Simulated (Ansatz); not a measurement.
Basis sets compared for PtS₃⁻ (the lowest doublet isomer of a short search). Total charge -1; doublet. Geometry r2SCAN-D4/def2-SVPD. Ansatz on 2 threads of Arm Neoverse V2 on a shared host; times are rough, and most runs start from earlier orbitals.

```tsv
atom	x (Å)	y (Å)	z (Å)
Pt1	0.075	-0.216	0.480
S2	-1.335	0.723	-1.105
S3	0.641	0.596	-1.727
S4	0.619	-1.103	2.353
```

In the def2 sets Pt takes a core potential; there is no spin–orbit coupling. The structure comes from a short search, and lower isomers may exist.

```
            level  functions  energy (Eh)  HOMO (eV)  LUMO (eV)  wall time
 PBE-D4/def2-SVPD        116   -1313.2623      -0.36      -0.19      4.4 s
PBE0-D4/def2-SVPD        116   -1313.2799      -1.41       0.57      4.8 s
```

Question: Estimate the rows for PBE-D4/def2-TZVPD, PBE0-D4/def2-TZVPD.

Answer: 
| level | functions | energy (Eh) | HOMO (eV) | LUMO (eV) | wall time |
| --- | --- | --- | --- | --- | --- |
| PBE-D4/def2-TZVPD | 181 | -1313.6845 | -0.31 | -0.12 | 7.5 s |
| PBE0-D4/def2-TZVPD | 181 | -1313.6995 | -1.35 | 0.68 | 10 s |
